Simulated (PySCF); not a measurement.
A structure optimised at PBE0-D3(BJ)/def2-SVP, used in a PySCF frequency run:

```xyz
10

C     -1.1792    -0.1251     0.0000
C     -0.2447    -1.1984     0.0000
C      1.0135    -0.6371     0.0000
C      0.8715     0.8319     0.0000
C     -0.4607     1.1290     0.0000
H     -2.2663    -0.2286     0.0000
H     -0.4878    -2.2596     0.0000
H      1.9643    -1.1722     0.0000
H      1.7010     1.5397     0.0000
H     -0.9139     2.1193     0.0000
```
Charge 0, spin multiplicity 2.

Task: Write its SMILES, formula and point group.

Result: [CH]1C=CC=C1, C5H5, Cs

Task: What are its rotational constants (standard atomic weights)?

Result: 9.2740, 8.5027, 4.4358 GHz
